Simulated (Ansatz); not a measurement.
The cluster Pb3⁺. The state is a quartet with charge 1. Geometry PBE0-D4/def2-SVP.

```
atom    x (Å)    y (Å)    z (Å)
 Pb1  -1.8038  -0.2345  -0.0163
 Pb2   0.9340  -0.0153  -1.5617
 Pb3   0.8697   0.2499   1.5780
```

In the def2 sets Pb takes a core potential; there is no spin–orbit coupling. The structure comes from a short search, and lower isomers may exist.

(1) Estimate the α-spin orbital energies around the gap (eV) in Ansatz with LDA (SPW92)/def2-TZVP, PBE-D4/def2-TZVP, r2SCAN-D4/def2-TZVP, r2SCANh-D4/def2-TZVP, PBE0-D4/def2-TZVP.

Answers

(1) 
```
orbital  LDA (SPW92)/def2-TZVP  PBE-D4/def2-TZVP  r2SCAN-D4/def2-TZVP  r2SCANh-D4/def2-TZVP  PBE0-D4/def2-TZVP
HOMO−13                 -25.79            -25.71               -26.43                -27.28             -28.05
HOMO−12                 -25.79            -25.71               -26.43                -27.28             -28.05
HOMO−11                 -25.71            -25.64               -26.36                -27.20             -27.97
HOMO−10                 -25.71            -25.64               -26.36                -27.20             -27.97
 HOMO−9                 -25.56            -25.48               -26.20                -27.04             -27.82
 HOMO−8                 -25.56            -25.48               -26.20                -27.04             -27.81
 HOMO−7                 -25.50            -25.43               -26.13                -26.97             -27.76
 HOMO−6                 -18.59            -18.29               -18.91                -19.50             -19.92
 HOMO−5                 -16.49            -16.16               -16.58                -17.05             -17.42
 HOMO−4                 -16.49            -16.16               -16.58                -17.05             -17.42
 HOMO−3                  -9.82             -9.59                -9.80                -10.08             -10.36
 HOMO−2                  -9.64             -9.41                -9.65                 -9.88             -10.04
 HOMO−1                  -9.41             -9.24                -9.58                 -9.88             -10.04
   HOMO                  -9.41             -9.23                -9.58                 -9.88             -10.03
   LUMO                  -7.74             -7.48                -7.46                 -7.23              -6.88
 LUMO+1                  -7.74             -7.48                -7.46                 -7.23              -6.88
 LUMO+2                  -6.16             -5.95                -5.91                 -5.71              -5.42
 LUMO+3                  -5.65             -5.43                -5.16                 -4.95              -4.82
 LUMO+4                  -5.65             -5.43                -5.16                 -4.95              -4.82
 LUMO+5                  -2.26             -2.11                -1.48                 -1.32              -1.53
 β HOMO                  -9.40             -9.12                -9.25                 -9.50              -9.74
 β LUMO                  -9.00             -8.65                -8.39                 -8.14              -7.89
```
